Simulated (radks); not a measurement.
Problem. The mean radii <r> (bohr) of the occupied orbitals of an atom or ion are listed with their occupations. All-electron calculation, Dirac Kohn-Sham, BLYP, spin-unpolarised, spherical densities, finite nucleus; Fermi nuclear charge, rms radius of each element as measured or else 0.836 A^(1/3) + 0.57 fm. Program: a radial shooting solver on a logarithmic mesh with Libxc functionals.

| orbital | occ. | <r> |
|---|---|---|
| 1s1/2 | 2 | 0.02074 |
| 2s1/2 | 2 | 0.08753 |
| 2p1/2 | 2 | 0.07289 |
| 2p3/2 | 4 | 0.08006 |
| 3s1/2 | 2 | 0.2294 |
| 3p1/2 | 2 | 0.2191 |
| 3p3/2 | 4 | 0.2326 |
| 3d3/2 | 4 | 0.2053 |
| 3d5/2 | 6 | 0.2095 |
| 4s1/2 | 2 | 0.5189 |
| 4p1/2 | 2 | 0.5287 |
| 4p3/2 | 4 | 0.5598 |
| 4d3/2 | 4 | 0.5904 |
| 4d5/2 | 6 | 0.6015 |
| 5s1/2 | 1 | 1.265 |
| 5p1/2 | 2 | 1.418 |
| 5p3/2 | 4 | 1.519 |
| 4f5/2 | 4.71429 | 0.8143 |
| 4f7/2 | 6.28571 | 0.8300 |
| 5d3/2 | 0.4 | 2.314 |
| 5d5/2 | 0.6 | 2.369 |

Name the element and its charge. Open shells, if any, are shared by 2j + 1.

Solution. Z = 67, holmium, charge +2: Ho2+ in [Kr] 4d10 4f11 5s1 5p6 5d1. The 1s radius gives Z: for a bare nucleus <r> = (2 gamma + 1)/(2Z) with gamma = sqrt(1 - (Z/c)^2), 0.02048 bohr for Z = 67, and screening makes it slightly larger (0.02074 here). The occupations add up to 65, and the charge is Z minus that.
